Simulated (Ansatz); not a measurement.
Ansatz (a first-principles code) input (PBE0/STO-3G):

Ansatz 0.2 input:
```yaml
crystal:
  periodic: [false, false, false]
  atoms:
    - {symbol: C, position_ang: [2.22536342, -0.31532606, 0.49941877]}
    - {symbol: C, position_ang: [1.05911302, -0.07143615, 0.25384684]}
    - {symbol: B, position_ang: [-0.44395896, 0.17847638, -0.07588493]}
    - {symbol: C, position_ang: [-1.02834165, 1.49968584, 0.04745350]}
    - {symbol: C, position_ang: [-1.26676487, -1.12769200, -0.55290991]}
    - {symbol: H, position_ang: [3.24663901, -0.50394975, 0.71959085]}
    - {symbol: H, position_ang: [-0.47340988, 2.37995832, 0.36904229]}
    - {symbol: H, position_ang: [-2.07672273, 1.70486693, -0.17618842]}
    - {symbol: H, position_ang: [-1.26084325, -1.92062712, 0.20723492]}
    - {symbol: H, position_ang: [-0.83850899, -1.57832220, -1.45852056]}
    - {symbol: H, position_ang: [-2.31357883, -0.88569790, -0.76858960]}
basis:
  gaussian:
    orbitals: STO-3G
hamiltonian:
  xc: {name: PBE0}
total_charge: -1
```

End of the output:

```
integrals: 0.01 GiB planned
421 factors; integrals over basis functions are off by at most 9.2e-5 eV
0.08 GiB of the device are held for the grids
0.07 GiB of device memory are held for the factors and their scratch space
mean field: 0.09 GiB planned
mean field evaluation 1: about -4851.3337 eV, gradient 1.4e1 eV
mean field evaluation 2: about -4850.3103 eV, gradient 2.4e1 eV
mean field evaluation 4: about -4852.0224 eV, gradient 2.1e0 eV
mean field evaluation 8: about -4851.9212 eV, gradient 3.3e-2 eV
mean field -4851.92118261 eV, -178.3048147105 hartree, gradient 2.6e-5 eV, S^2 0.000000; 0 other end points of the search recorded, 0 dependent functions left out
reference -4851.92120033 eV, -178.3048153618 hartree; 18, 18 occupied and 13, 13 virtual orbitals, 421 factors
Total energy: -4851.92120033 eV, -178.3048153618 hartree
```

It need not be the lowest isomer of its formula. Whether it binds its extra electron was not tested at this geometry.
